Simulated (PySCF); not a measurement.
Computed properties of Si(F)2(H)(SH) (F2H2SSi), SMILES F[SiH](F)S

F2H2SSi, SMILES S[SiH](F)F. Coordinates come from a PBE0-D3(BJ)/def2-SVP optimisation. Other conformers were not sampled. All values are computed for the isolated molecule unless a solvent is named; none is compared with measurement here.

**Structure.** All 12 harmonic modes at PBE0-D3(BJ)/def2-SVP (PySCF) are real, so it is a minimum. With heavy atoms numbered as in [SiH:1]([F:2])([F:3])[SH:4], the shortest bond between them is Si1–F2 at 1.608 Å and the longest Si1–S4 at 2.113 Å.

**Vibrations.** The strongest infrared lines (harmonic, unscaled, degenerate partners summed) lie at 892 cm⁻¹ (251 km/mol, F 51 %, Si 40 %, H 9 %), 988 cm⁻¹ (180 km/mol, Si 50 %, F 42 %), 2324 cm⁻¹ (99 km/mol, H 97 %). The softest mode is at 113 cm⁻¹ and the zero-point energy is 15.4 kcal/mol.

**Electronic structure.** ωB97X/def2-TZVPD (PySCF) places the frontier levels at -10.72 and 1.36 eV, a gap of 12.08 eV, and gives a dipole moment of 2.01 D and a mean polarisability of 45.7 bohr³.

**Excitations.** TDA-M06-2X/def2-SVPD (PySCF) has S1 at 6.32 eV (196 nm, f = 0.003, weak); the most intense of the 10 singlets computed lies at 9.14 eV (f = 0.20). T1 (TDA) is at 5.98 eV, 0.34 eV under S1. No vertical singlet excitation falls in the visible range (under 3.1 eV).

**NMR.** GIAO shifts at PBE0/pcSseg-2 (PySCF) (non-relativistic, atoms alike by connectivity averaged): ¹H from 1.0 to 5.9 ppm against TMS; ²⁹Si at -13.8 ppm against TMS; ¹⁹F at -134.7 ppm against CFCl3.
